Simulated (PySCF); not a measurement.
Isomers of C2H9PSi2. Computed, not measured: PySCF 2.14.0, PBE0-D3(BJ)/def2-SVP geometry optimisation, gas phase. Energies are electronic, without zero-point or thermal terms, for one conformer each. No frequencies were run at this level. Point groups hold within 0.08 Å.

Question: Rank from lowest to highest electronic energy at this level (kJ/mol).
A. `[CH2:1]1[CH2:2][SiH2:3][PH:4][SiH2:5]1` with Si5–C1–C2–Si3 -51°, C1–C2–Si3–P4 41°, C2–Si3–P4–Si5 -14°, Si3–P4–Si5–C1 -9°
B. `[SiH3:1]/[CH:2]=[CH:3]/[SiH2:4][PH2:5]` with C2–C3–Si4–P5 -7°, C3–Si4–P5–H -83° and -177°

Answer: A (0.0), B (166.3).

As drawn, the higher has a C=C bond outside aromatic rings, which the lower lacks.

```tsv
SMILES	E (Eh)	E rel (kJ/mol)	dipole (D)	point group	A, B, C (MHz)
C1C[SiH2]P[SiH2]1	-1001.18589	0.0	2.04	–	2797, 2565, 1455
[SiH3]/C=C/[SiH2]P	-1001.12255	166.3	0.82	–	4886, 900.8, 779.3
```
